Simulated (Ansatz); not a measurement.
`FB(Cl)Br` + `C[O][InH2]` → `COB(F)Br` + `[Cl][InH2]`  (redistribution)

Computed with Ansatz on PBE0-D4/def2-TZVP structures; ΔE is electronic, products minus reactants. CCSD(T)/CBS is the MP2 limit (def2-TZVPP, def2-QZVPP) plus CCSD(T) − MP2 in def2-TZVPP, frozen cores. DFT in def2-TZVPP. HSE06 is defined as in plane-wave codes. Elements past krypton have def2 core potentials. For Br, In outer-core shells are correlated without core-valence functions, which leaves a few kJ/mol of doubt a bond. Scalar relativity is left out up to krypton. One conformer a species, not always the lowest.

`FB(Cl)Br`:

Cartesian coordinates in Å:
```
F -1.111 -0.808 0.383
B -0.113 -0.040 0.026
Cl -0.428 1.598 -0.459
Br 1.652 -0.749 0.051
```

`C[O][InH2]`:

Z-matrix (Å, degrees):
```
C
O 1 1.398
H 1 1.101 2 113.8
H 1 1.098 2 110.4 3 120.7
H 1 1.098 2 110.4 3 -120.7
In 2 1.987 1 123.8 3 0.4
H 6 1.713 2 112.1 1 -0.0
H 6 1.703 2 111.6 1 180.0
```

`COB(F)Br`:

Z-matrix (Å, degrees):
```
C
O 1 1.414
H 1 1.091 2 111.6
H 1 1.090 2 108.1 3 120.8
H 1 1.091 2 108.6 3 -120.9
B 2 1.330 1 126.9 3 7.7
Br 6 1.931 2 124.2 1 -0.4
F 6 1.318 2 118.6 1 179.7
```

`[Cl][InH2]`:

Z-matrix (Å, degrees):
```
In
Cl 1 2.343
H 1 1.705 2 112.5
H 1 1.705 2 112.5 3 180.0
```

```csv
level,ΔE (kcal/mol)
r2SCANh-D4,-38.5
PBE-QIDH,-39.1
r2SCAN,-37.4
HSE06,-38.5
```

(1) What does CCSD(T)/CBS give? (An estimate is asked.)

Largest T1 diagnostic among the species: 0.017.

Answers

(1) Ansatz gave: -37.4 kcal/mol. The listed levels differ from it by -1.1, -1.7, 0.0, -1.1 kcal/mol.

At CCSD(T), def2-SVP lies −0.8 kcal/mol from the extrapolated value and def2-TZVPP −0.0 kcal/mol. From BLYP to BHLYP (50 % exact exchange), in def2-TZVPP and without D4, ΔE moves by −6.4 kcal/mol. Leaving LDA and LC-ωPBE aside and taking each functional with its dispersion term where it has one, the values, not all of them listed here, spread over 7.7 kcal/mol, from BHLYP-D4 to revPBE-D4. LDA lies −1.7 kcal/mol from PBE without D4.
